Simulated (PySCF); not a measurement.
# Basis and Hamiltonian dependence of the excitation energy of Ne⁺

Ne⁺ [He] 2s2 2p5 (2P) → Ne⁺ [He] 2s1 2p5 3s1 (4P). All values are computed (PySCF 2.14, energy differences of UHF-based or UKS calculations, no spin-orbit coupling). Values in eV.

| basis | Hamiltonian | functions | UHF | LDA | PBE0 | MP2 (valence) | CCSD(T) (valence) | CCSD(T) (valence and next inner shell) |
| --- | --- | --- | --- | --- | --- | --- | --- | --- |
| aug-cc-pVDZ-DK | spin-free X2C | 23 | 53.049 | 50.601 | 51.563 | 52.602 | 52.446 | n/a |
| aug-cc-pwCVDZ | non-relativistic | 27 | 52.896 | 50.478 | 51.418 | 52.507 | 52.326 | 52.301 |
| x2c-TZVPPall with one added diffuse shell each of s, p, d type | spin-free X2C | 40 | 52.679 | 50.249 | 51.208 | 52.442 | 52.863 | 52.840 |
| aug-cc-pVTZ-DK | spin-free X2C | 46 | 52.703 | 50.299 | 51.245 | 52.482 | 53.017 | n/a |
| aug-cc-pCVTZ-DK | spin-free X2C | 59 | 52.685 | 50.294 | 51.236 | 52.488 | 53.018 | 52.953 |
| def2-QZVPPD | non-relativistic | 66 | 52.445 | 50.069 | 51.002 | 52.335 | 52.544 | 52.516 |
| dyall-av3z | spin-free X2C | 71 | 52.509 | 50.160 | 51.085 | 52.373 | 52.656 | n/a |
| aug-cc-pCVTZ-DK with one added diffuse shell each of s, p, d, f type | spin-free X2C | 75 | 52.460 | 50.132 | 51.056 | 52.334 | n/a | n/a |
| dyall-acv3z | spin-free X2C | 76 | 52.509 | 50.160 | 51.086 | 52.372 | 52.655 | 52.631 |
| dyall-acv3z | non-relativistic | 76 | 52.386 | 50.042 | 50.964 | 52.257 | 52.537 | 52.513 |
| aug-cc-pVQZ-DK | spin-free X2C | 80 | 52.563 | 50.200 | 51.134 | 52.460 | 52.867 | n/a |
| aug-cc-pCVQZ-DK | spin-free X2C | 109 | 52.561 | 50.199 | 51.129 | 52.476 | n/a | n/a |
| aug-cc-pV5Z | non-relativistic | 127 | 52.355 | 50.017 | 50.939 | 52.335 | n/a | n/a |

Task: Estimate the row for aug-cc-pVDZ (non-relativistic, 23 functions).

Result: From the rows with the same Hamiltonian and similar size; the calculation gives UHF 52.93; LDA 50.48; PBE0 51.44; MP2 (valence) 52.49; CCSD(T) (valence) 52.34 (eV).

Frozen in the all-electron rows: valence: 1s2; valence and next inner shell: nothing.

At UHF, aug-cc-pVDZ-DK, aug-cc-pVDZ, aug-cc-pwCVDZ lie more than 0.3 eV from the median of the rows with comparable relativity.

The upper state lies above the first ionisation limit, where it may autoionise and the basis confines it. A Rydberg-like electron needs more diffuse functions than a valence basis has.
